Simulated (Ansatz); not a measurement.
CH₄BClS (`CSBCl`). Total charge 0; spin multiplicity 1. All single points use the PBE0-D4/def2-TZVP geometry. It is one conformer, not always the lowest.

```xyz
8

C    -0.765   -0.019   -1.057
S    -0.302   -1.014    0.382
B     0.873    0.007    1.217
Cl    1.599   -0.575    2.697
H    -0.224    0.926   -1.050
H    -0.524   -0.574   -1.962
H    -1.837    0.171   -1.025
H     1.181    1.078    0.797
```

Question: What is the dipole moment at B3LYP/def2-TZVPP? (Estimate.)

Answer: Computed: 2.48 D, with components (-0.98, 0.90, -2.10) D in this frame, pointing from negative to positive charge.

Question: And with PBE, r2SCAN, ωB97M-V? (An estimate is asked.)

Answer: The calculation gave: PBE 2.44 D, r2SCAN 2.55 D, ωB97M-V 2.46 D.

Question: Give the Mulliken charges with B3LYP, PBE, r2SCAN in def2-TZVPP. (An estimate is asked.)

Answer: Computed: 
| atom | B3LYP | PBE | r2SCAN |
| --- | --- | --- | --- |
| C1 | -0.26 | -0.25 | -0.14 |
| S2 | -0.06 | -0.05 | -0.05 |
| B3 | 0.06 | 0.05 | 0.07 |
| Cl4 | -0.14 | -0.13 | -0.14 |
| H5 | 0.12 | 0.12 | 0.09 |
| H6 | 0.12 | 0.12 | 0.09 |
| H7 | 0.12 | 0.12 | 0.09 |
| H8 | 0.03 | 0.01 | 0.00 |

B3LYP here is the variant with VWN-RPA as its local correlation; programs differ in this.
